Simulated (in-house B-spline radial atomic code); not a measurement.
Computed with a B-spline radial atomic code. Model: two electrons, singlet ground state, non-relativistic, full CI in B-splines with partial waves to l = 8 (at full coupling up to 3e-4 hartree above the limit, correlation up to 0.6 % small), density held at that of full coupling by Lieb maximisation.

W(λ) is the mean repulsion in the state of coupling λ less the Hartree energy of the fixed density. Its start is exact exchange, its initial slope is twice the second-order Görling-Levy correlation energy, and its area from 0 to 1 is E_xc. A straight curve means weak, dynamic correlation, and a curve that drops fast and flattens means strong correlation.

Command:
```bash
python run_ac.py task.json out
```
Settings (lengths in bohr, energies in hartree):
```
potential              yukawa
strength               1.65
lmax                   8
second                 0.203
```

Run time, properties included: 60 s on 1 thread of Intel(R) Xeon(R) Processor @ 2.30GHz, on a shared host.

**W = mean repulsion less Hartree energy, and W of three functionals.**

Given: confinement screened point charge; nuclear charge 1.65; screening of the nucleus 0.203 1/bohr; external potential -Z exp(-k r)/r.

Computed: LDA exchange minus exact 105.13 millihartree; PBE exchange minus exact 3.5038 millihartree.

```
coupling  W xc (hartree)  W xc minus exchange (millihartree)  kinetic minus Kohn-Sham (millihartree)  LDA (PW92) W minus its exchange (millihartree)  PBE W minus its exchange (millihartree)  SCAN W minus its exchange (millihartree)
       0        -0.78185                                   0                                       0                                               0                                        0                                         0
    0.02               ?                                   ?                                       ?                                               ?                                        ?                                         ?
    0.05        -0.78677                              -4.922                                    0.12                                           -22.6                                    -4.24                                     -4.42
    0.12        -0.79342                             -11.571                                    0.69                                          -42.61                                   -10.22                                    -10.27
    0.25        -0.80507                             -23.221                                    2.83                                          -69.97                                   -21.06                                    -20.35
     0.4        -0.81748                             -35.636                                    6.85                                          -94.17                                   -32.91                                    -30.97
     0.6        -0.83253                             -50.678                                   14.35                                         -119.88                                   -47.55                                    -43.79
     0.8        -0.84606                             -64.213                                    23.8                                         -140.96                                   -60.94                                    -55.34
       1        -0.85829                             -76.445                                   34.79                                          -158.9                                    -73.2                                    -65.85
     1.4         -0.8795                             -97.651                                    60.1                                          -188.4                                   -94.85                                    -84.32
       2        -0.90501                             -123.16                                  103.14                                          -222.4                                  -121.73                                   -107.16
       3               ?                                   ?                                       ?                                               ?                                        ?                                         ?
     4.5        -0.96723                             -185.38                                  294.85                                         -305.27                                   -193.3                                    -167.2
       7        -0.99849                             -216.64                                  470.98                                         -350.07                                  -234.31                                   -199.93
```

(1) What belongs in the row 0.02?

(2) What belongs in the row 3?

(3) What is the SCAN exchange minus exact?

**Energy parts, natural occupations and partial-wave weights.**

Computed: total energy -1.2482 hartree; exchange energy -0.78185 hartree; correlation energy -0.041658 hartree; kinetic part of the DFT correlation energy 0.034787 hartree; kinetic part over minus potential part 0.45506; Kohn-Sham kinetic 1.7412 hartree; Lieb Oxford ratio E_xc over LDA exchange 1.2169.

| natural | occupation of the shell (electrons) |
| --- | --- |
| s | 1.9726 |
| s | ? |
| p | 0.01112 |
| d | 0.00042629 |
| p | 0.00034161 |
| s | 0.00020995 |

(4) What belongs in the row s?

```csv
wave,weight
s,0.99397
p,?
d,0.00023822
f,3.1547e-05
g,7.1067e-06
```

(5) What belongs in the row p?

(6) What is the Hartree energy?

(7) What is the initial slope twice GL2?

Results:

(1) W xc (hartree): -0.78383; W xc minus exchange (millihartree): -1.987; kinetic minus Kohn-Sham (millihartree): 0.02; LDA (PW92) W minus its exchange (millihartree): -11.18; PBE W minus its exchange (millihartree): -1.68; SCAN W minus its exchange (millihartree): -1.8.

(2) W xc (hartree): -0.93615; W xc minus exchange (millihartree): -154.3; kinetic minus Kohn-Sham (millihartree): 180.05; LDA (PW92) W minus its exchange (millihartree): -263.37; PBE W minus its exchange (millihartree): -156.24; SCAN W minus its exchange (millihartree): -136.35.

(3) -6.9476 millihartree.

(4) occupation of the shell (electrons): 0.01508.

(5) weight: 0.0057463.

(6) 1.5637 hartree.

(7) -0.099922 hartree.

Half-way to full coupling W has made 56 % of its drop, against 50 % for a straight line, and second-order (GL2) theory, half the initial slope, overshoots the correlation energy by about 20 %: a moderate bend, as in light atoms. Over couplings 0 to 1 the errors in E_xc come to about +47 millihartree for LDA, +6.1 millihartree for PBE, -1.4 millihartree for SCAN, so SCAN is nearest. In LDA and SCAN the errors of exchange and correlation have opposite signs, so the sum is smaller than the larger of the two.
